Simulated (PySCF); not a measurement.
# Bond length, frequency and bond energy of GeB⁻ by level of theory

State: ³Π (triplet), unpaired electrons σ ↑, π ↑. Set-up: basis Ge aug-pcseg-1, B aug-pcseg-1; no relativity; PySCF 2.14. De refers to Ge⁻ + B in their high-spin ground configurations, without counterpoise correction. The functionals are run spin-unrestricted. A positive dipole points towards B; it is taken about the centre of mass and depends on that origin. Levels whose curve was spin-contaminated or gave no clean fit are not listed.

```csv
Level,Re (Å),ωe (cm⁻¹),De (eV),μ (D)
ROHF,1.909,757,n/a,-2.27
ROHF-MP2,1.961,645,2.91,n/a
ROHF-SCS-MP2,1.961,644,2.75,n/a
PBE,1.949,671,3.55,-3.25
revPBE,1.958,661,3.32,-3.25
r²SCAN,1.929,703,3.43,-2.87
PBE0,1.929,705,3.28,-3.04
B97-3,1.936,694,3.31,-3.18
B2PLYP,1.945,687,3.16,-2.86
```

**Question.** What does a quarter of exact exchange do here, going from PBE to PBE0?

**Answer.** PBE0 less PBE: -2.0 pm in Re, +5.1 % in ωe, -0.27 eV in De. Exact exchange removes part of the self-interaction that spreads semilocal densities, and in most molecules shortens and stiffens the bond and lowers De; so it does here.

**Question.** What does the step from GGA to meta-GGA do here, going from PBE to r²SCAN?

**Answer.** r²SCAN less PBE: -2.0 pm in Re, +4.8 % in ωe, -0.12 eV in De. 

Correlated steps freeze 10 core orbitals. Correlated levels converge slowly with the basis: in double zeta they bind strong bonds too weakly, by up to about 1 eV, and carry superposition errors of some tenths. Spin–orbit coupling is left out. For an ion De counts to the pair picked by the measured ionisation energies or electron affinities, which need not be the lowest pair at this level. The highest Kohn–Sham level is positive in this anion. Much of that is self-interaction error, but it also means that the finite basis helps to hold the extra electron. B2PLYP dipoles, levels and charges come from its SCF part alone. UHF is strongly spin-contaminated for GeB⁻, so the ROHF reference used there is far from stable. The state was picked by a PBE0 search and need not be the measured ground state.
